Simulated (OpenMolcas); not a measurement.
An atom or ion with 6 electrons was computed by SS-CASPT2, IPEA 0.25 Eh, imaginary shift 0.1 Eh with spin-orbit coupling (OpenMolcas, ANO-RCC-VTZP, DKH2). The lowest levels that the run gave, each within 12 % of the measured value where one is at hand:

| J | Parity | E (cm⁻¹) | g |
| --- | --- | --- | --- |
| 0 | even | 0.0 |  |
| 1 | even | 44.1 | 1.501 |
| 2 | even | 131 | 1.501 |
| 2 | even | 15340 | 1.000 |
| 0 | even | 31890 |  |
| 2 | odd | 43810 | 2.002 |
| 2 | odd | 90300 | 1.167 |
| 1 | odd | 90300 | 0.499 |
| 3 | odd | 90300 | 1.334 |
| 0 | odd | 109040 |  |
| 1 | odd | 109040 | 1.501 |
| 2 | odd | 109040 | 1.501 |

Problem. Which ion is it, and what are the configurations and terms?

Solution. N+ (Z = 7, charge +1; active space 4 electrons in 4 orbitals (2s 2p)). J, parity and g give the terms where levels are pure, and mixed ones are named by the computed weights; the size of the splittings, set against known spectra of the 6-electron sequence, gives the charge. In order, with the measured energies in cm⁻¹ (NIST Handbook of Basic Atomic Spectroscopic Data): 2s² 2p² ³P₀, 2s² 2p² ³P₁ (48.7), 2s² 2p² ³P₂ (131), 2s² 2p² ¹D₂ (15316), 2s² 2p² ¹S₀ (32689), 2s 2p³ ⁵S°₂ (46785), 2s 2p³ ³D°₂ (92250), 2s 2p³ ³D°₁ (92251), 2s 2p³ ³D°₃ (92236), 2s 2p³ ³P°₀ (109223), 2s 2p³ ³P°₁ (109216), 2s 2p³ ³P°₂ (109217).

CASPT2 breaks the degeneracy within a term, and the mean is taken; among the terms shown or strongly mixed into the levels shown the widest spread is 130 cm-1 (2s 2p³ ³D°). Over all roots computed the reference weight is 0.94 to 0.99; the roots of lowest weight are the least certain, and an intruder state may touch them. Terms from blocks run as CI alone lack orbitals of their own. Computed and measured levels are paired by configuration, term and J; levels that our copy of the source lacks, or whose pairing is in doubt (as where it misses far off the trend of its configuration), stay unpaired and out of the deviations. Levels of configurations outside the active space are missing.

° marks odd parity.
